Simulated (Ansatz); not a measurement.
`F[SiH]([SiH3])S` + silanol → `F[SiH]([SiH3])O[SiH3]` + H₂S at 700 K and 1 bar (ligand exchange at the Si–S bond).

Computed with Ansatz on PBE0-D4/def2-TZVP structures; ΔE is electronic, products minus reactants. CBS: MP2 limit from def2 TZ/QZ plus the TZ coupled-cluster correction, frozen cores. This one scheme is used for every species. Each species was taken in one conformer, which may not be the lowest.

| species | CCSD(T)/CBS energy (Eh) | H − E (kJ/mol) | S (J/(mol·K)) |
| --- | --- | --- | --- |
| `F[SiH]([SiH3])S` | -1078.81755 | 199.4 | 468.9 |
| `O[SiH3]` | -366.69042 | 144.6 | 321.6 |
| `F[SiH]([SiH3])O[SiH3]` | -1046.55730 | 274.0 | 558.9 |
| H₂S | -398.97279 | 64.8 | 236.9 |

H − E and S are ideal-gas, rigid-rotor, harmonic terms from PBE0-D4/def2-TZVP, for one conformer and one mirror image of each species. 1 Eh = 2625.50 kJ/mol, R = 8.31446 J/(mol·K).

Q: By hand: ΔE, ΔH, ΔS and ΔG.

A: ΔE = (-1046.55730) + (-398.97279) − (-1078.81755) − (-366.69042) = -0.02212 Eh = -58.1 kJ/mol. Δ(H − E) = 274.0 + 64.8 − 199.4 − 144.6 = -5.2, so ΔH = -63.3 kJ/mol. ΔS = 558.9 + 236.9 − 468.9 − 321.6 = 5.3 J/(mol·K). ΔG = -63.3 − 700 × (5.3)/1000 = -67.0 kJ/mol.

Q: By hand: the equilibrium constant, and the temperature at which ΔG would vanish if ΔH and ΔS stayed fixed.

A: log₁₀ K = −ΔG/(RT ln 10) = 5.0. ΔH and −TΔS have one sign here, so there is no such temperature.

The number of gas molecules stays the same, so ΔS is small and ΔH decides. A doubt of 5 kJ/mol in ΔE shifts log₁₀ K by 0.4 here. Other conformers and mirror images would add mixing entropy, several J/(mol·K) or more a flexible species. Modes under 60 cm⁻¹, often nearly free rotors, make the harmonic entropy too high. These are equilibria of isolated gas molecules and say nothing of rates. Largest T1 diagnostic: 0.013 (customary marks: 0.02 for closed shells, 0.045 for open ones).

ΔS is within the doubt of such terms, so its sign, and with it that verdict, could turn.
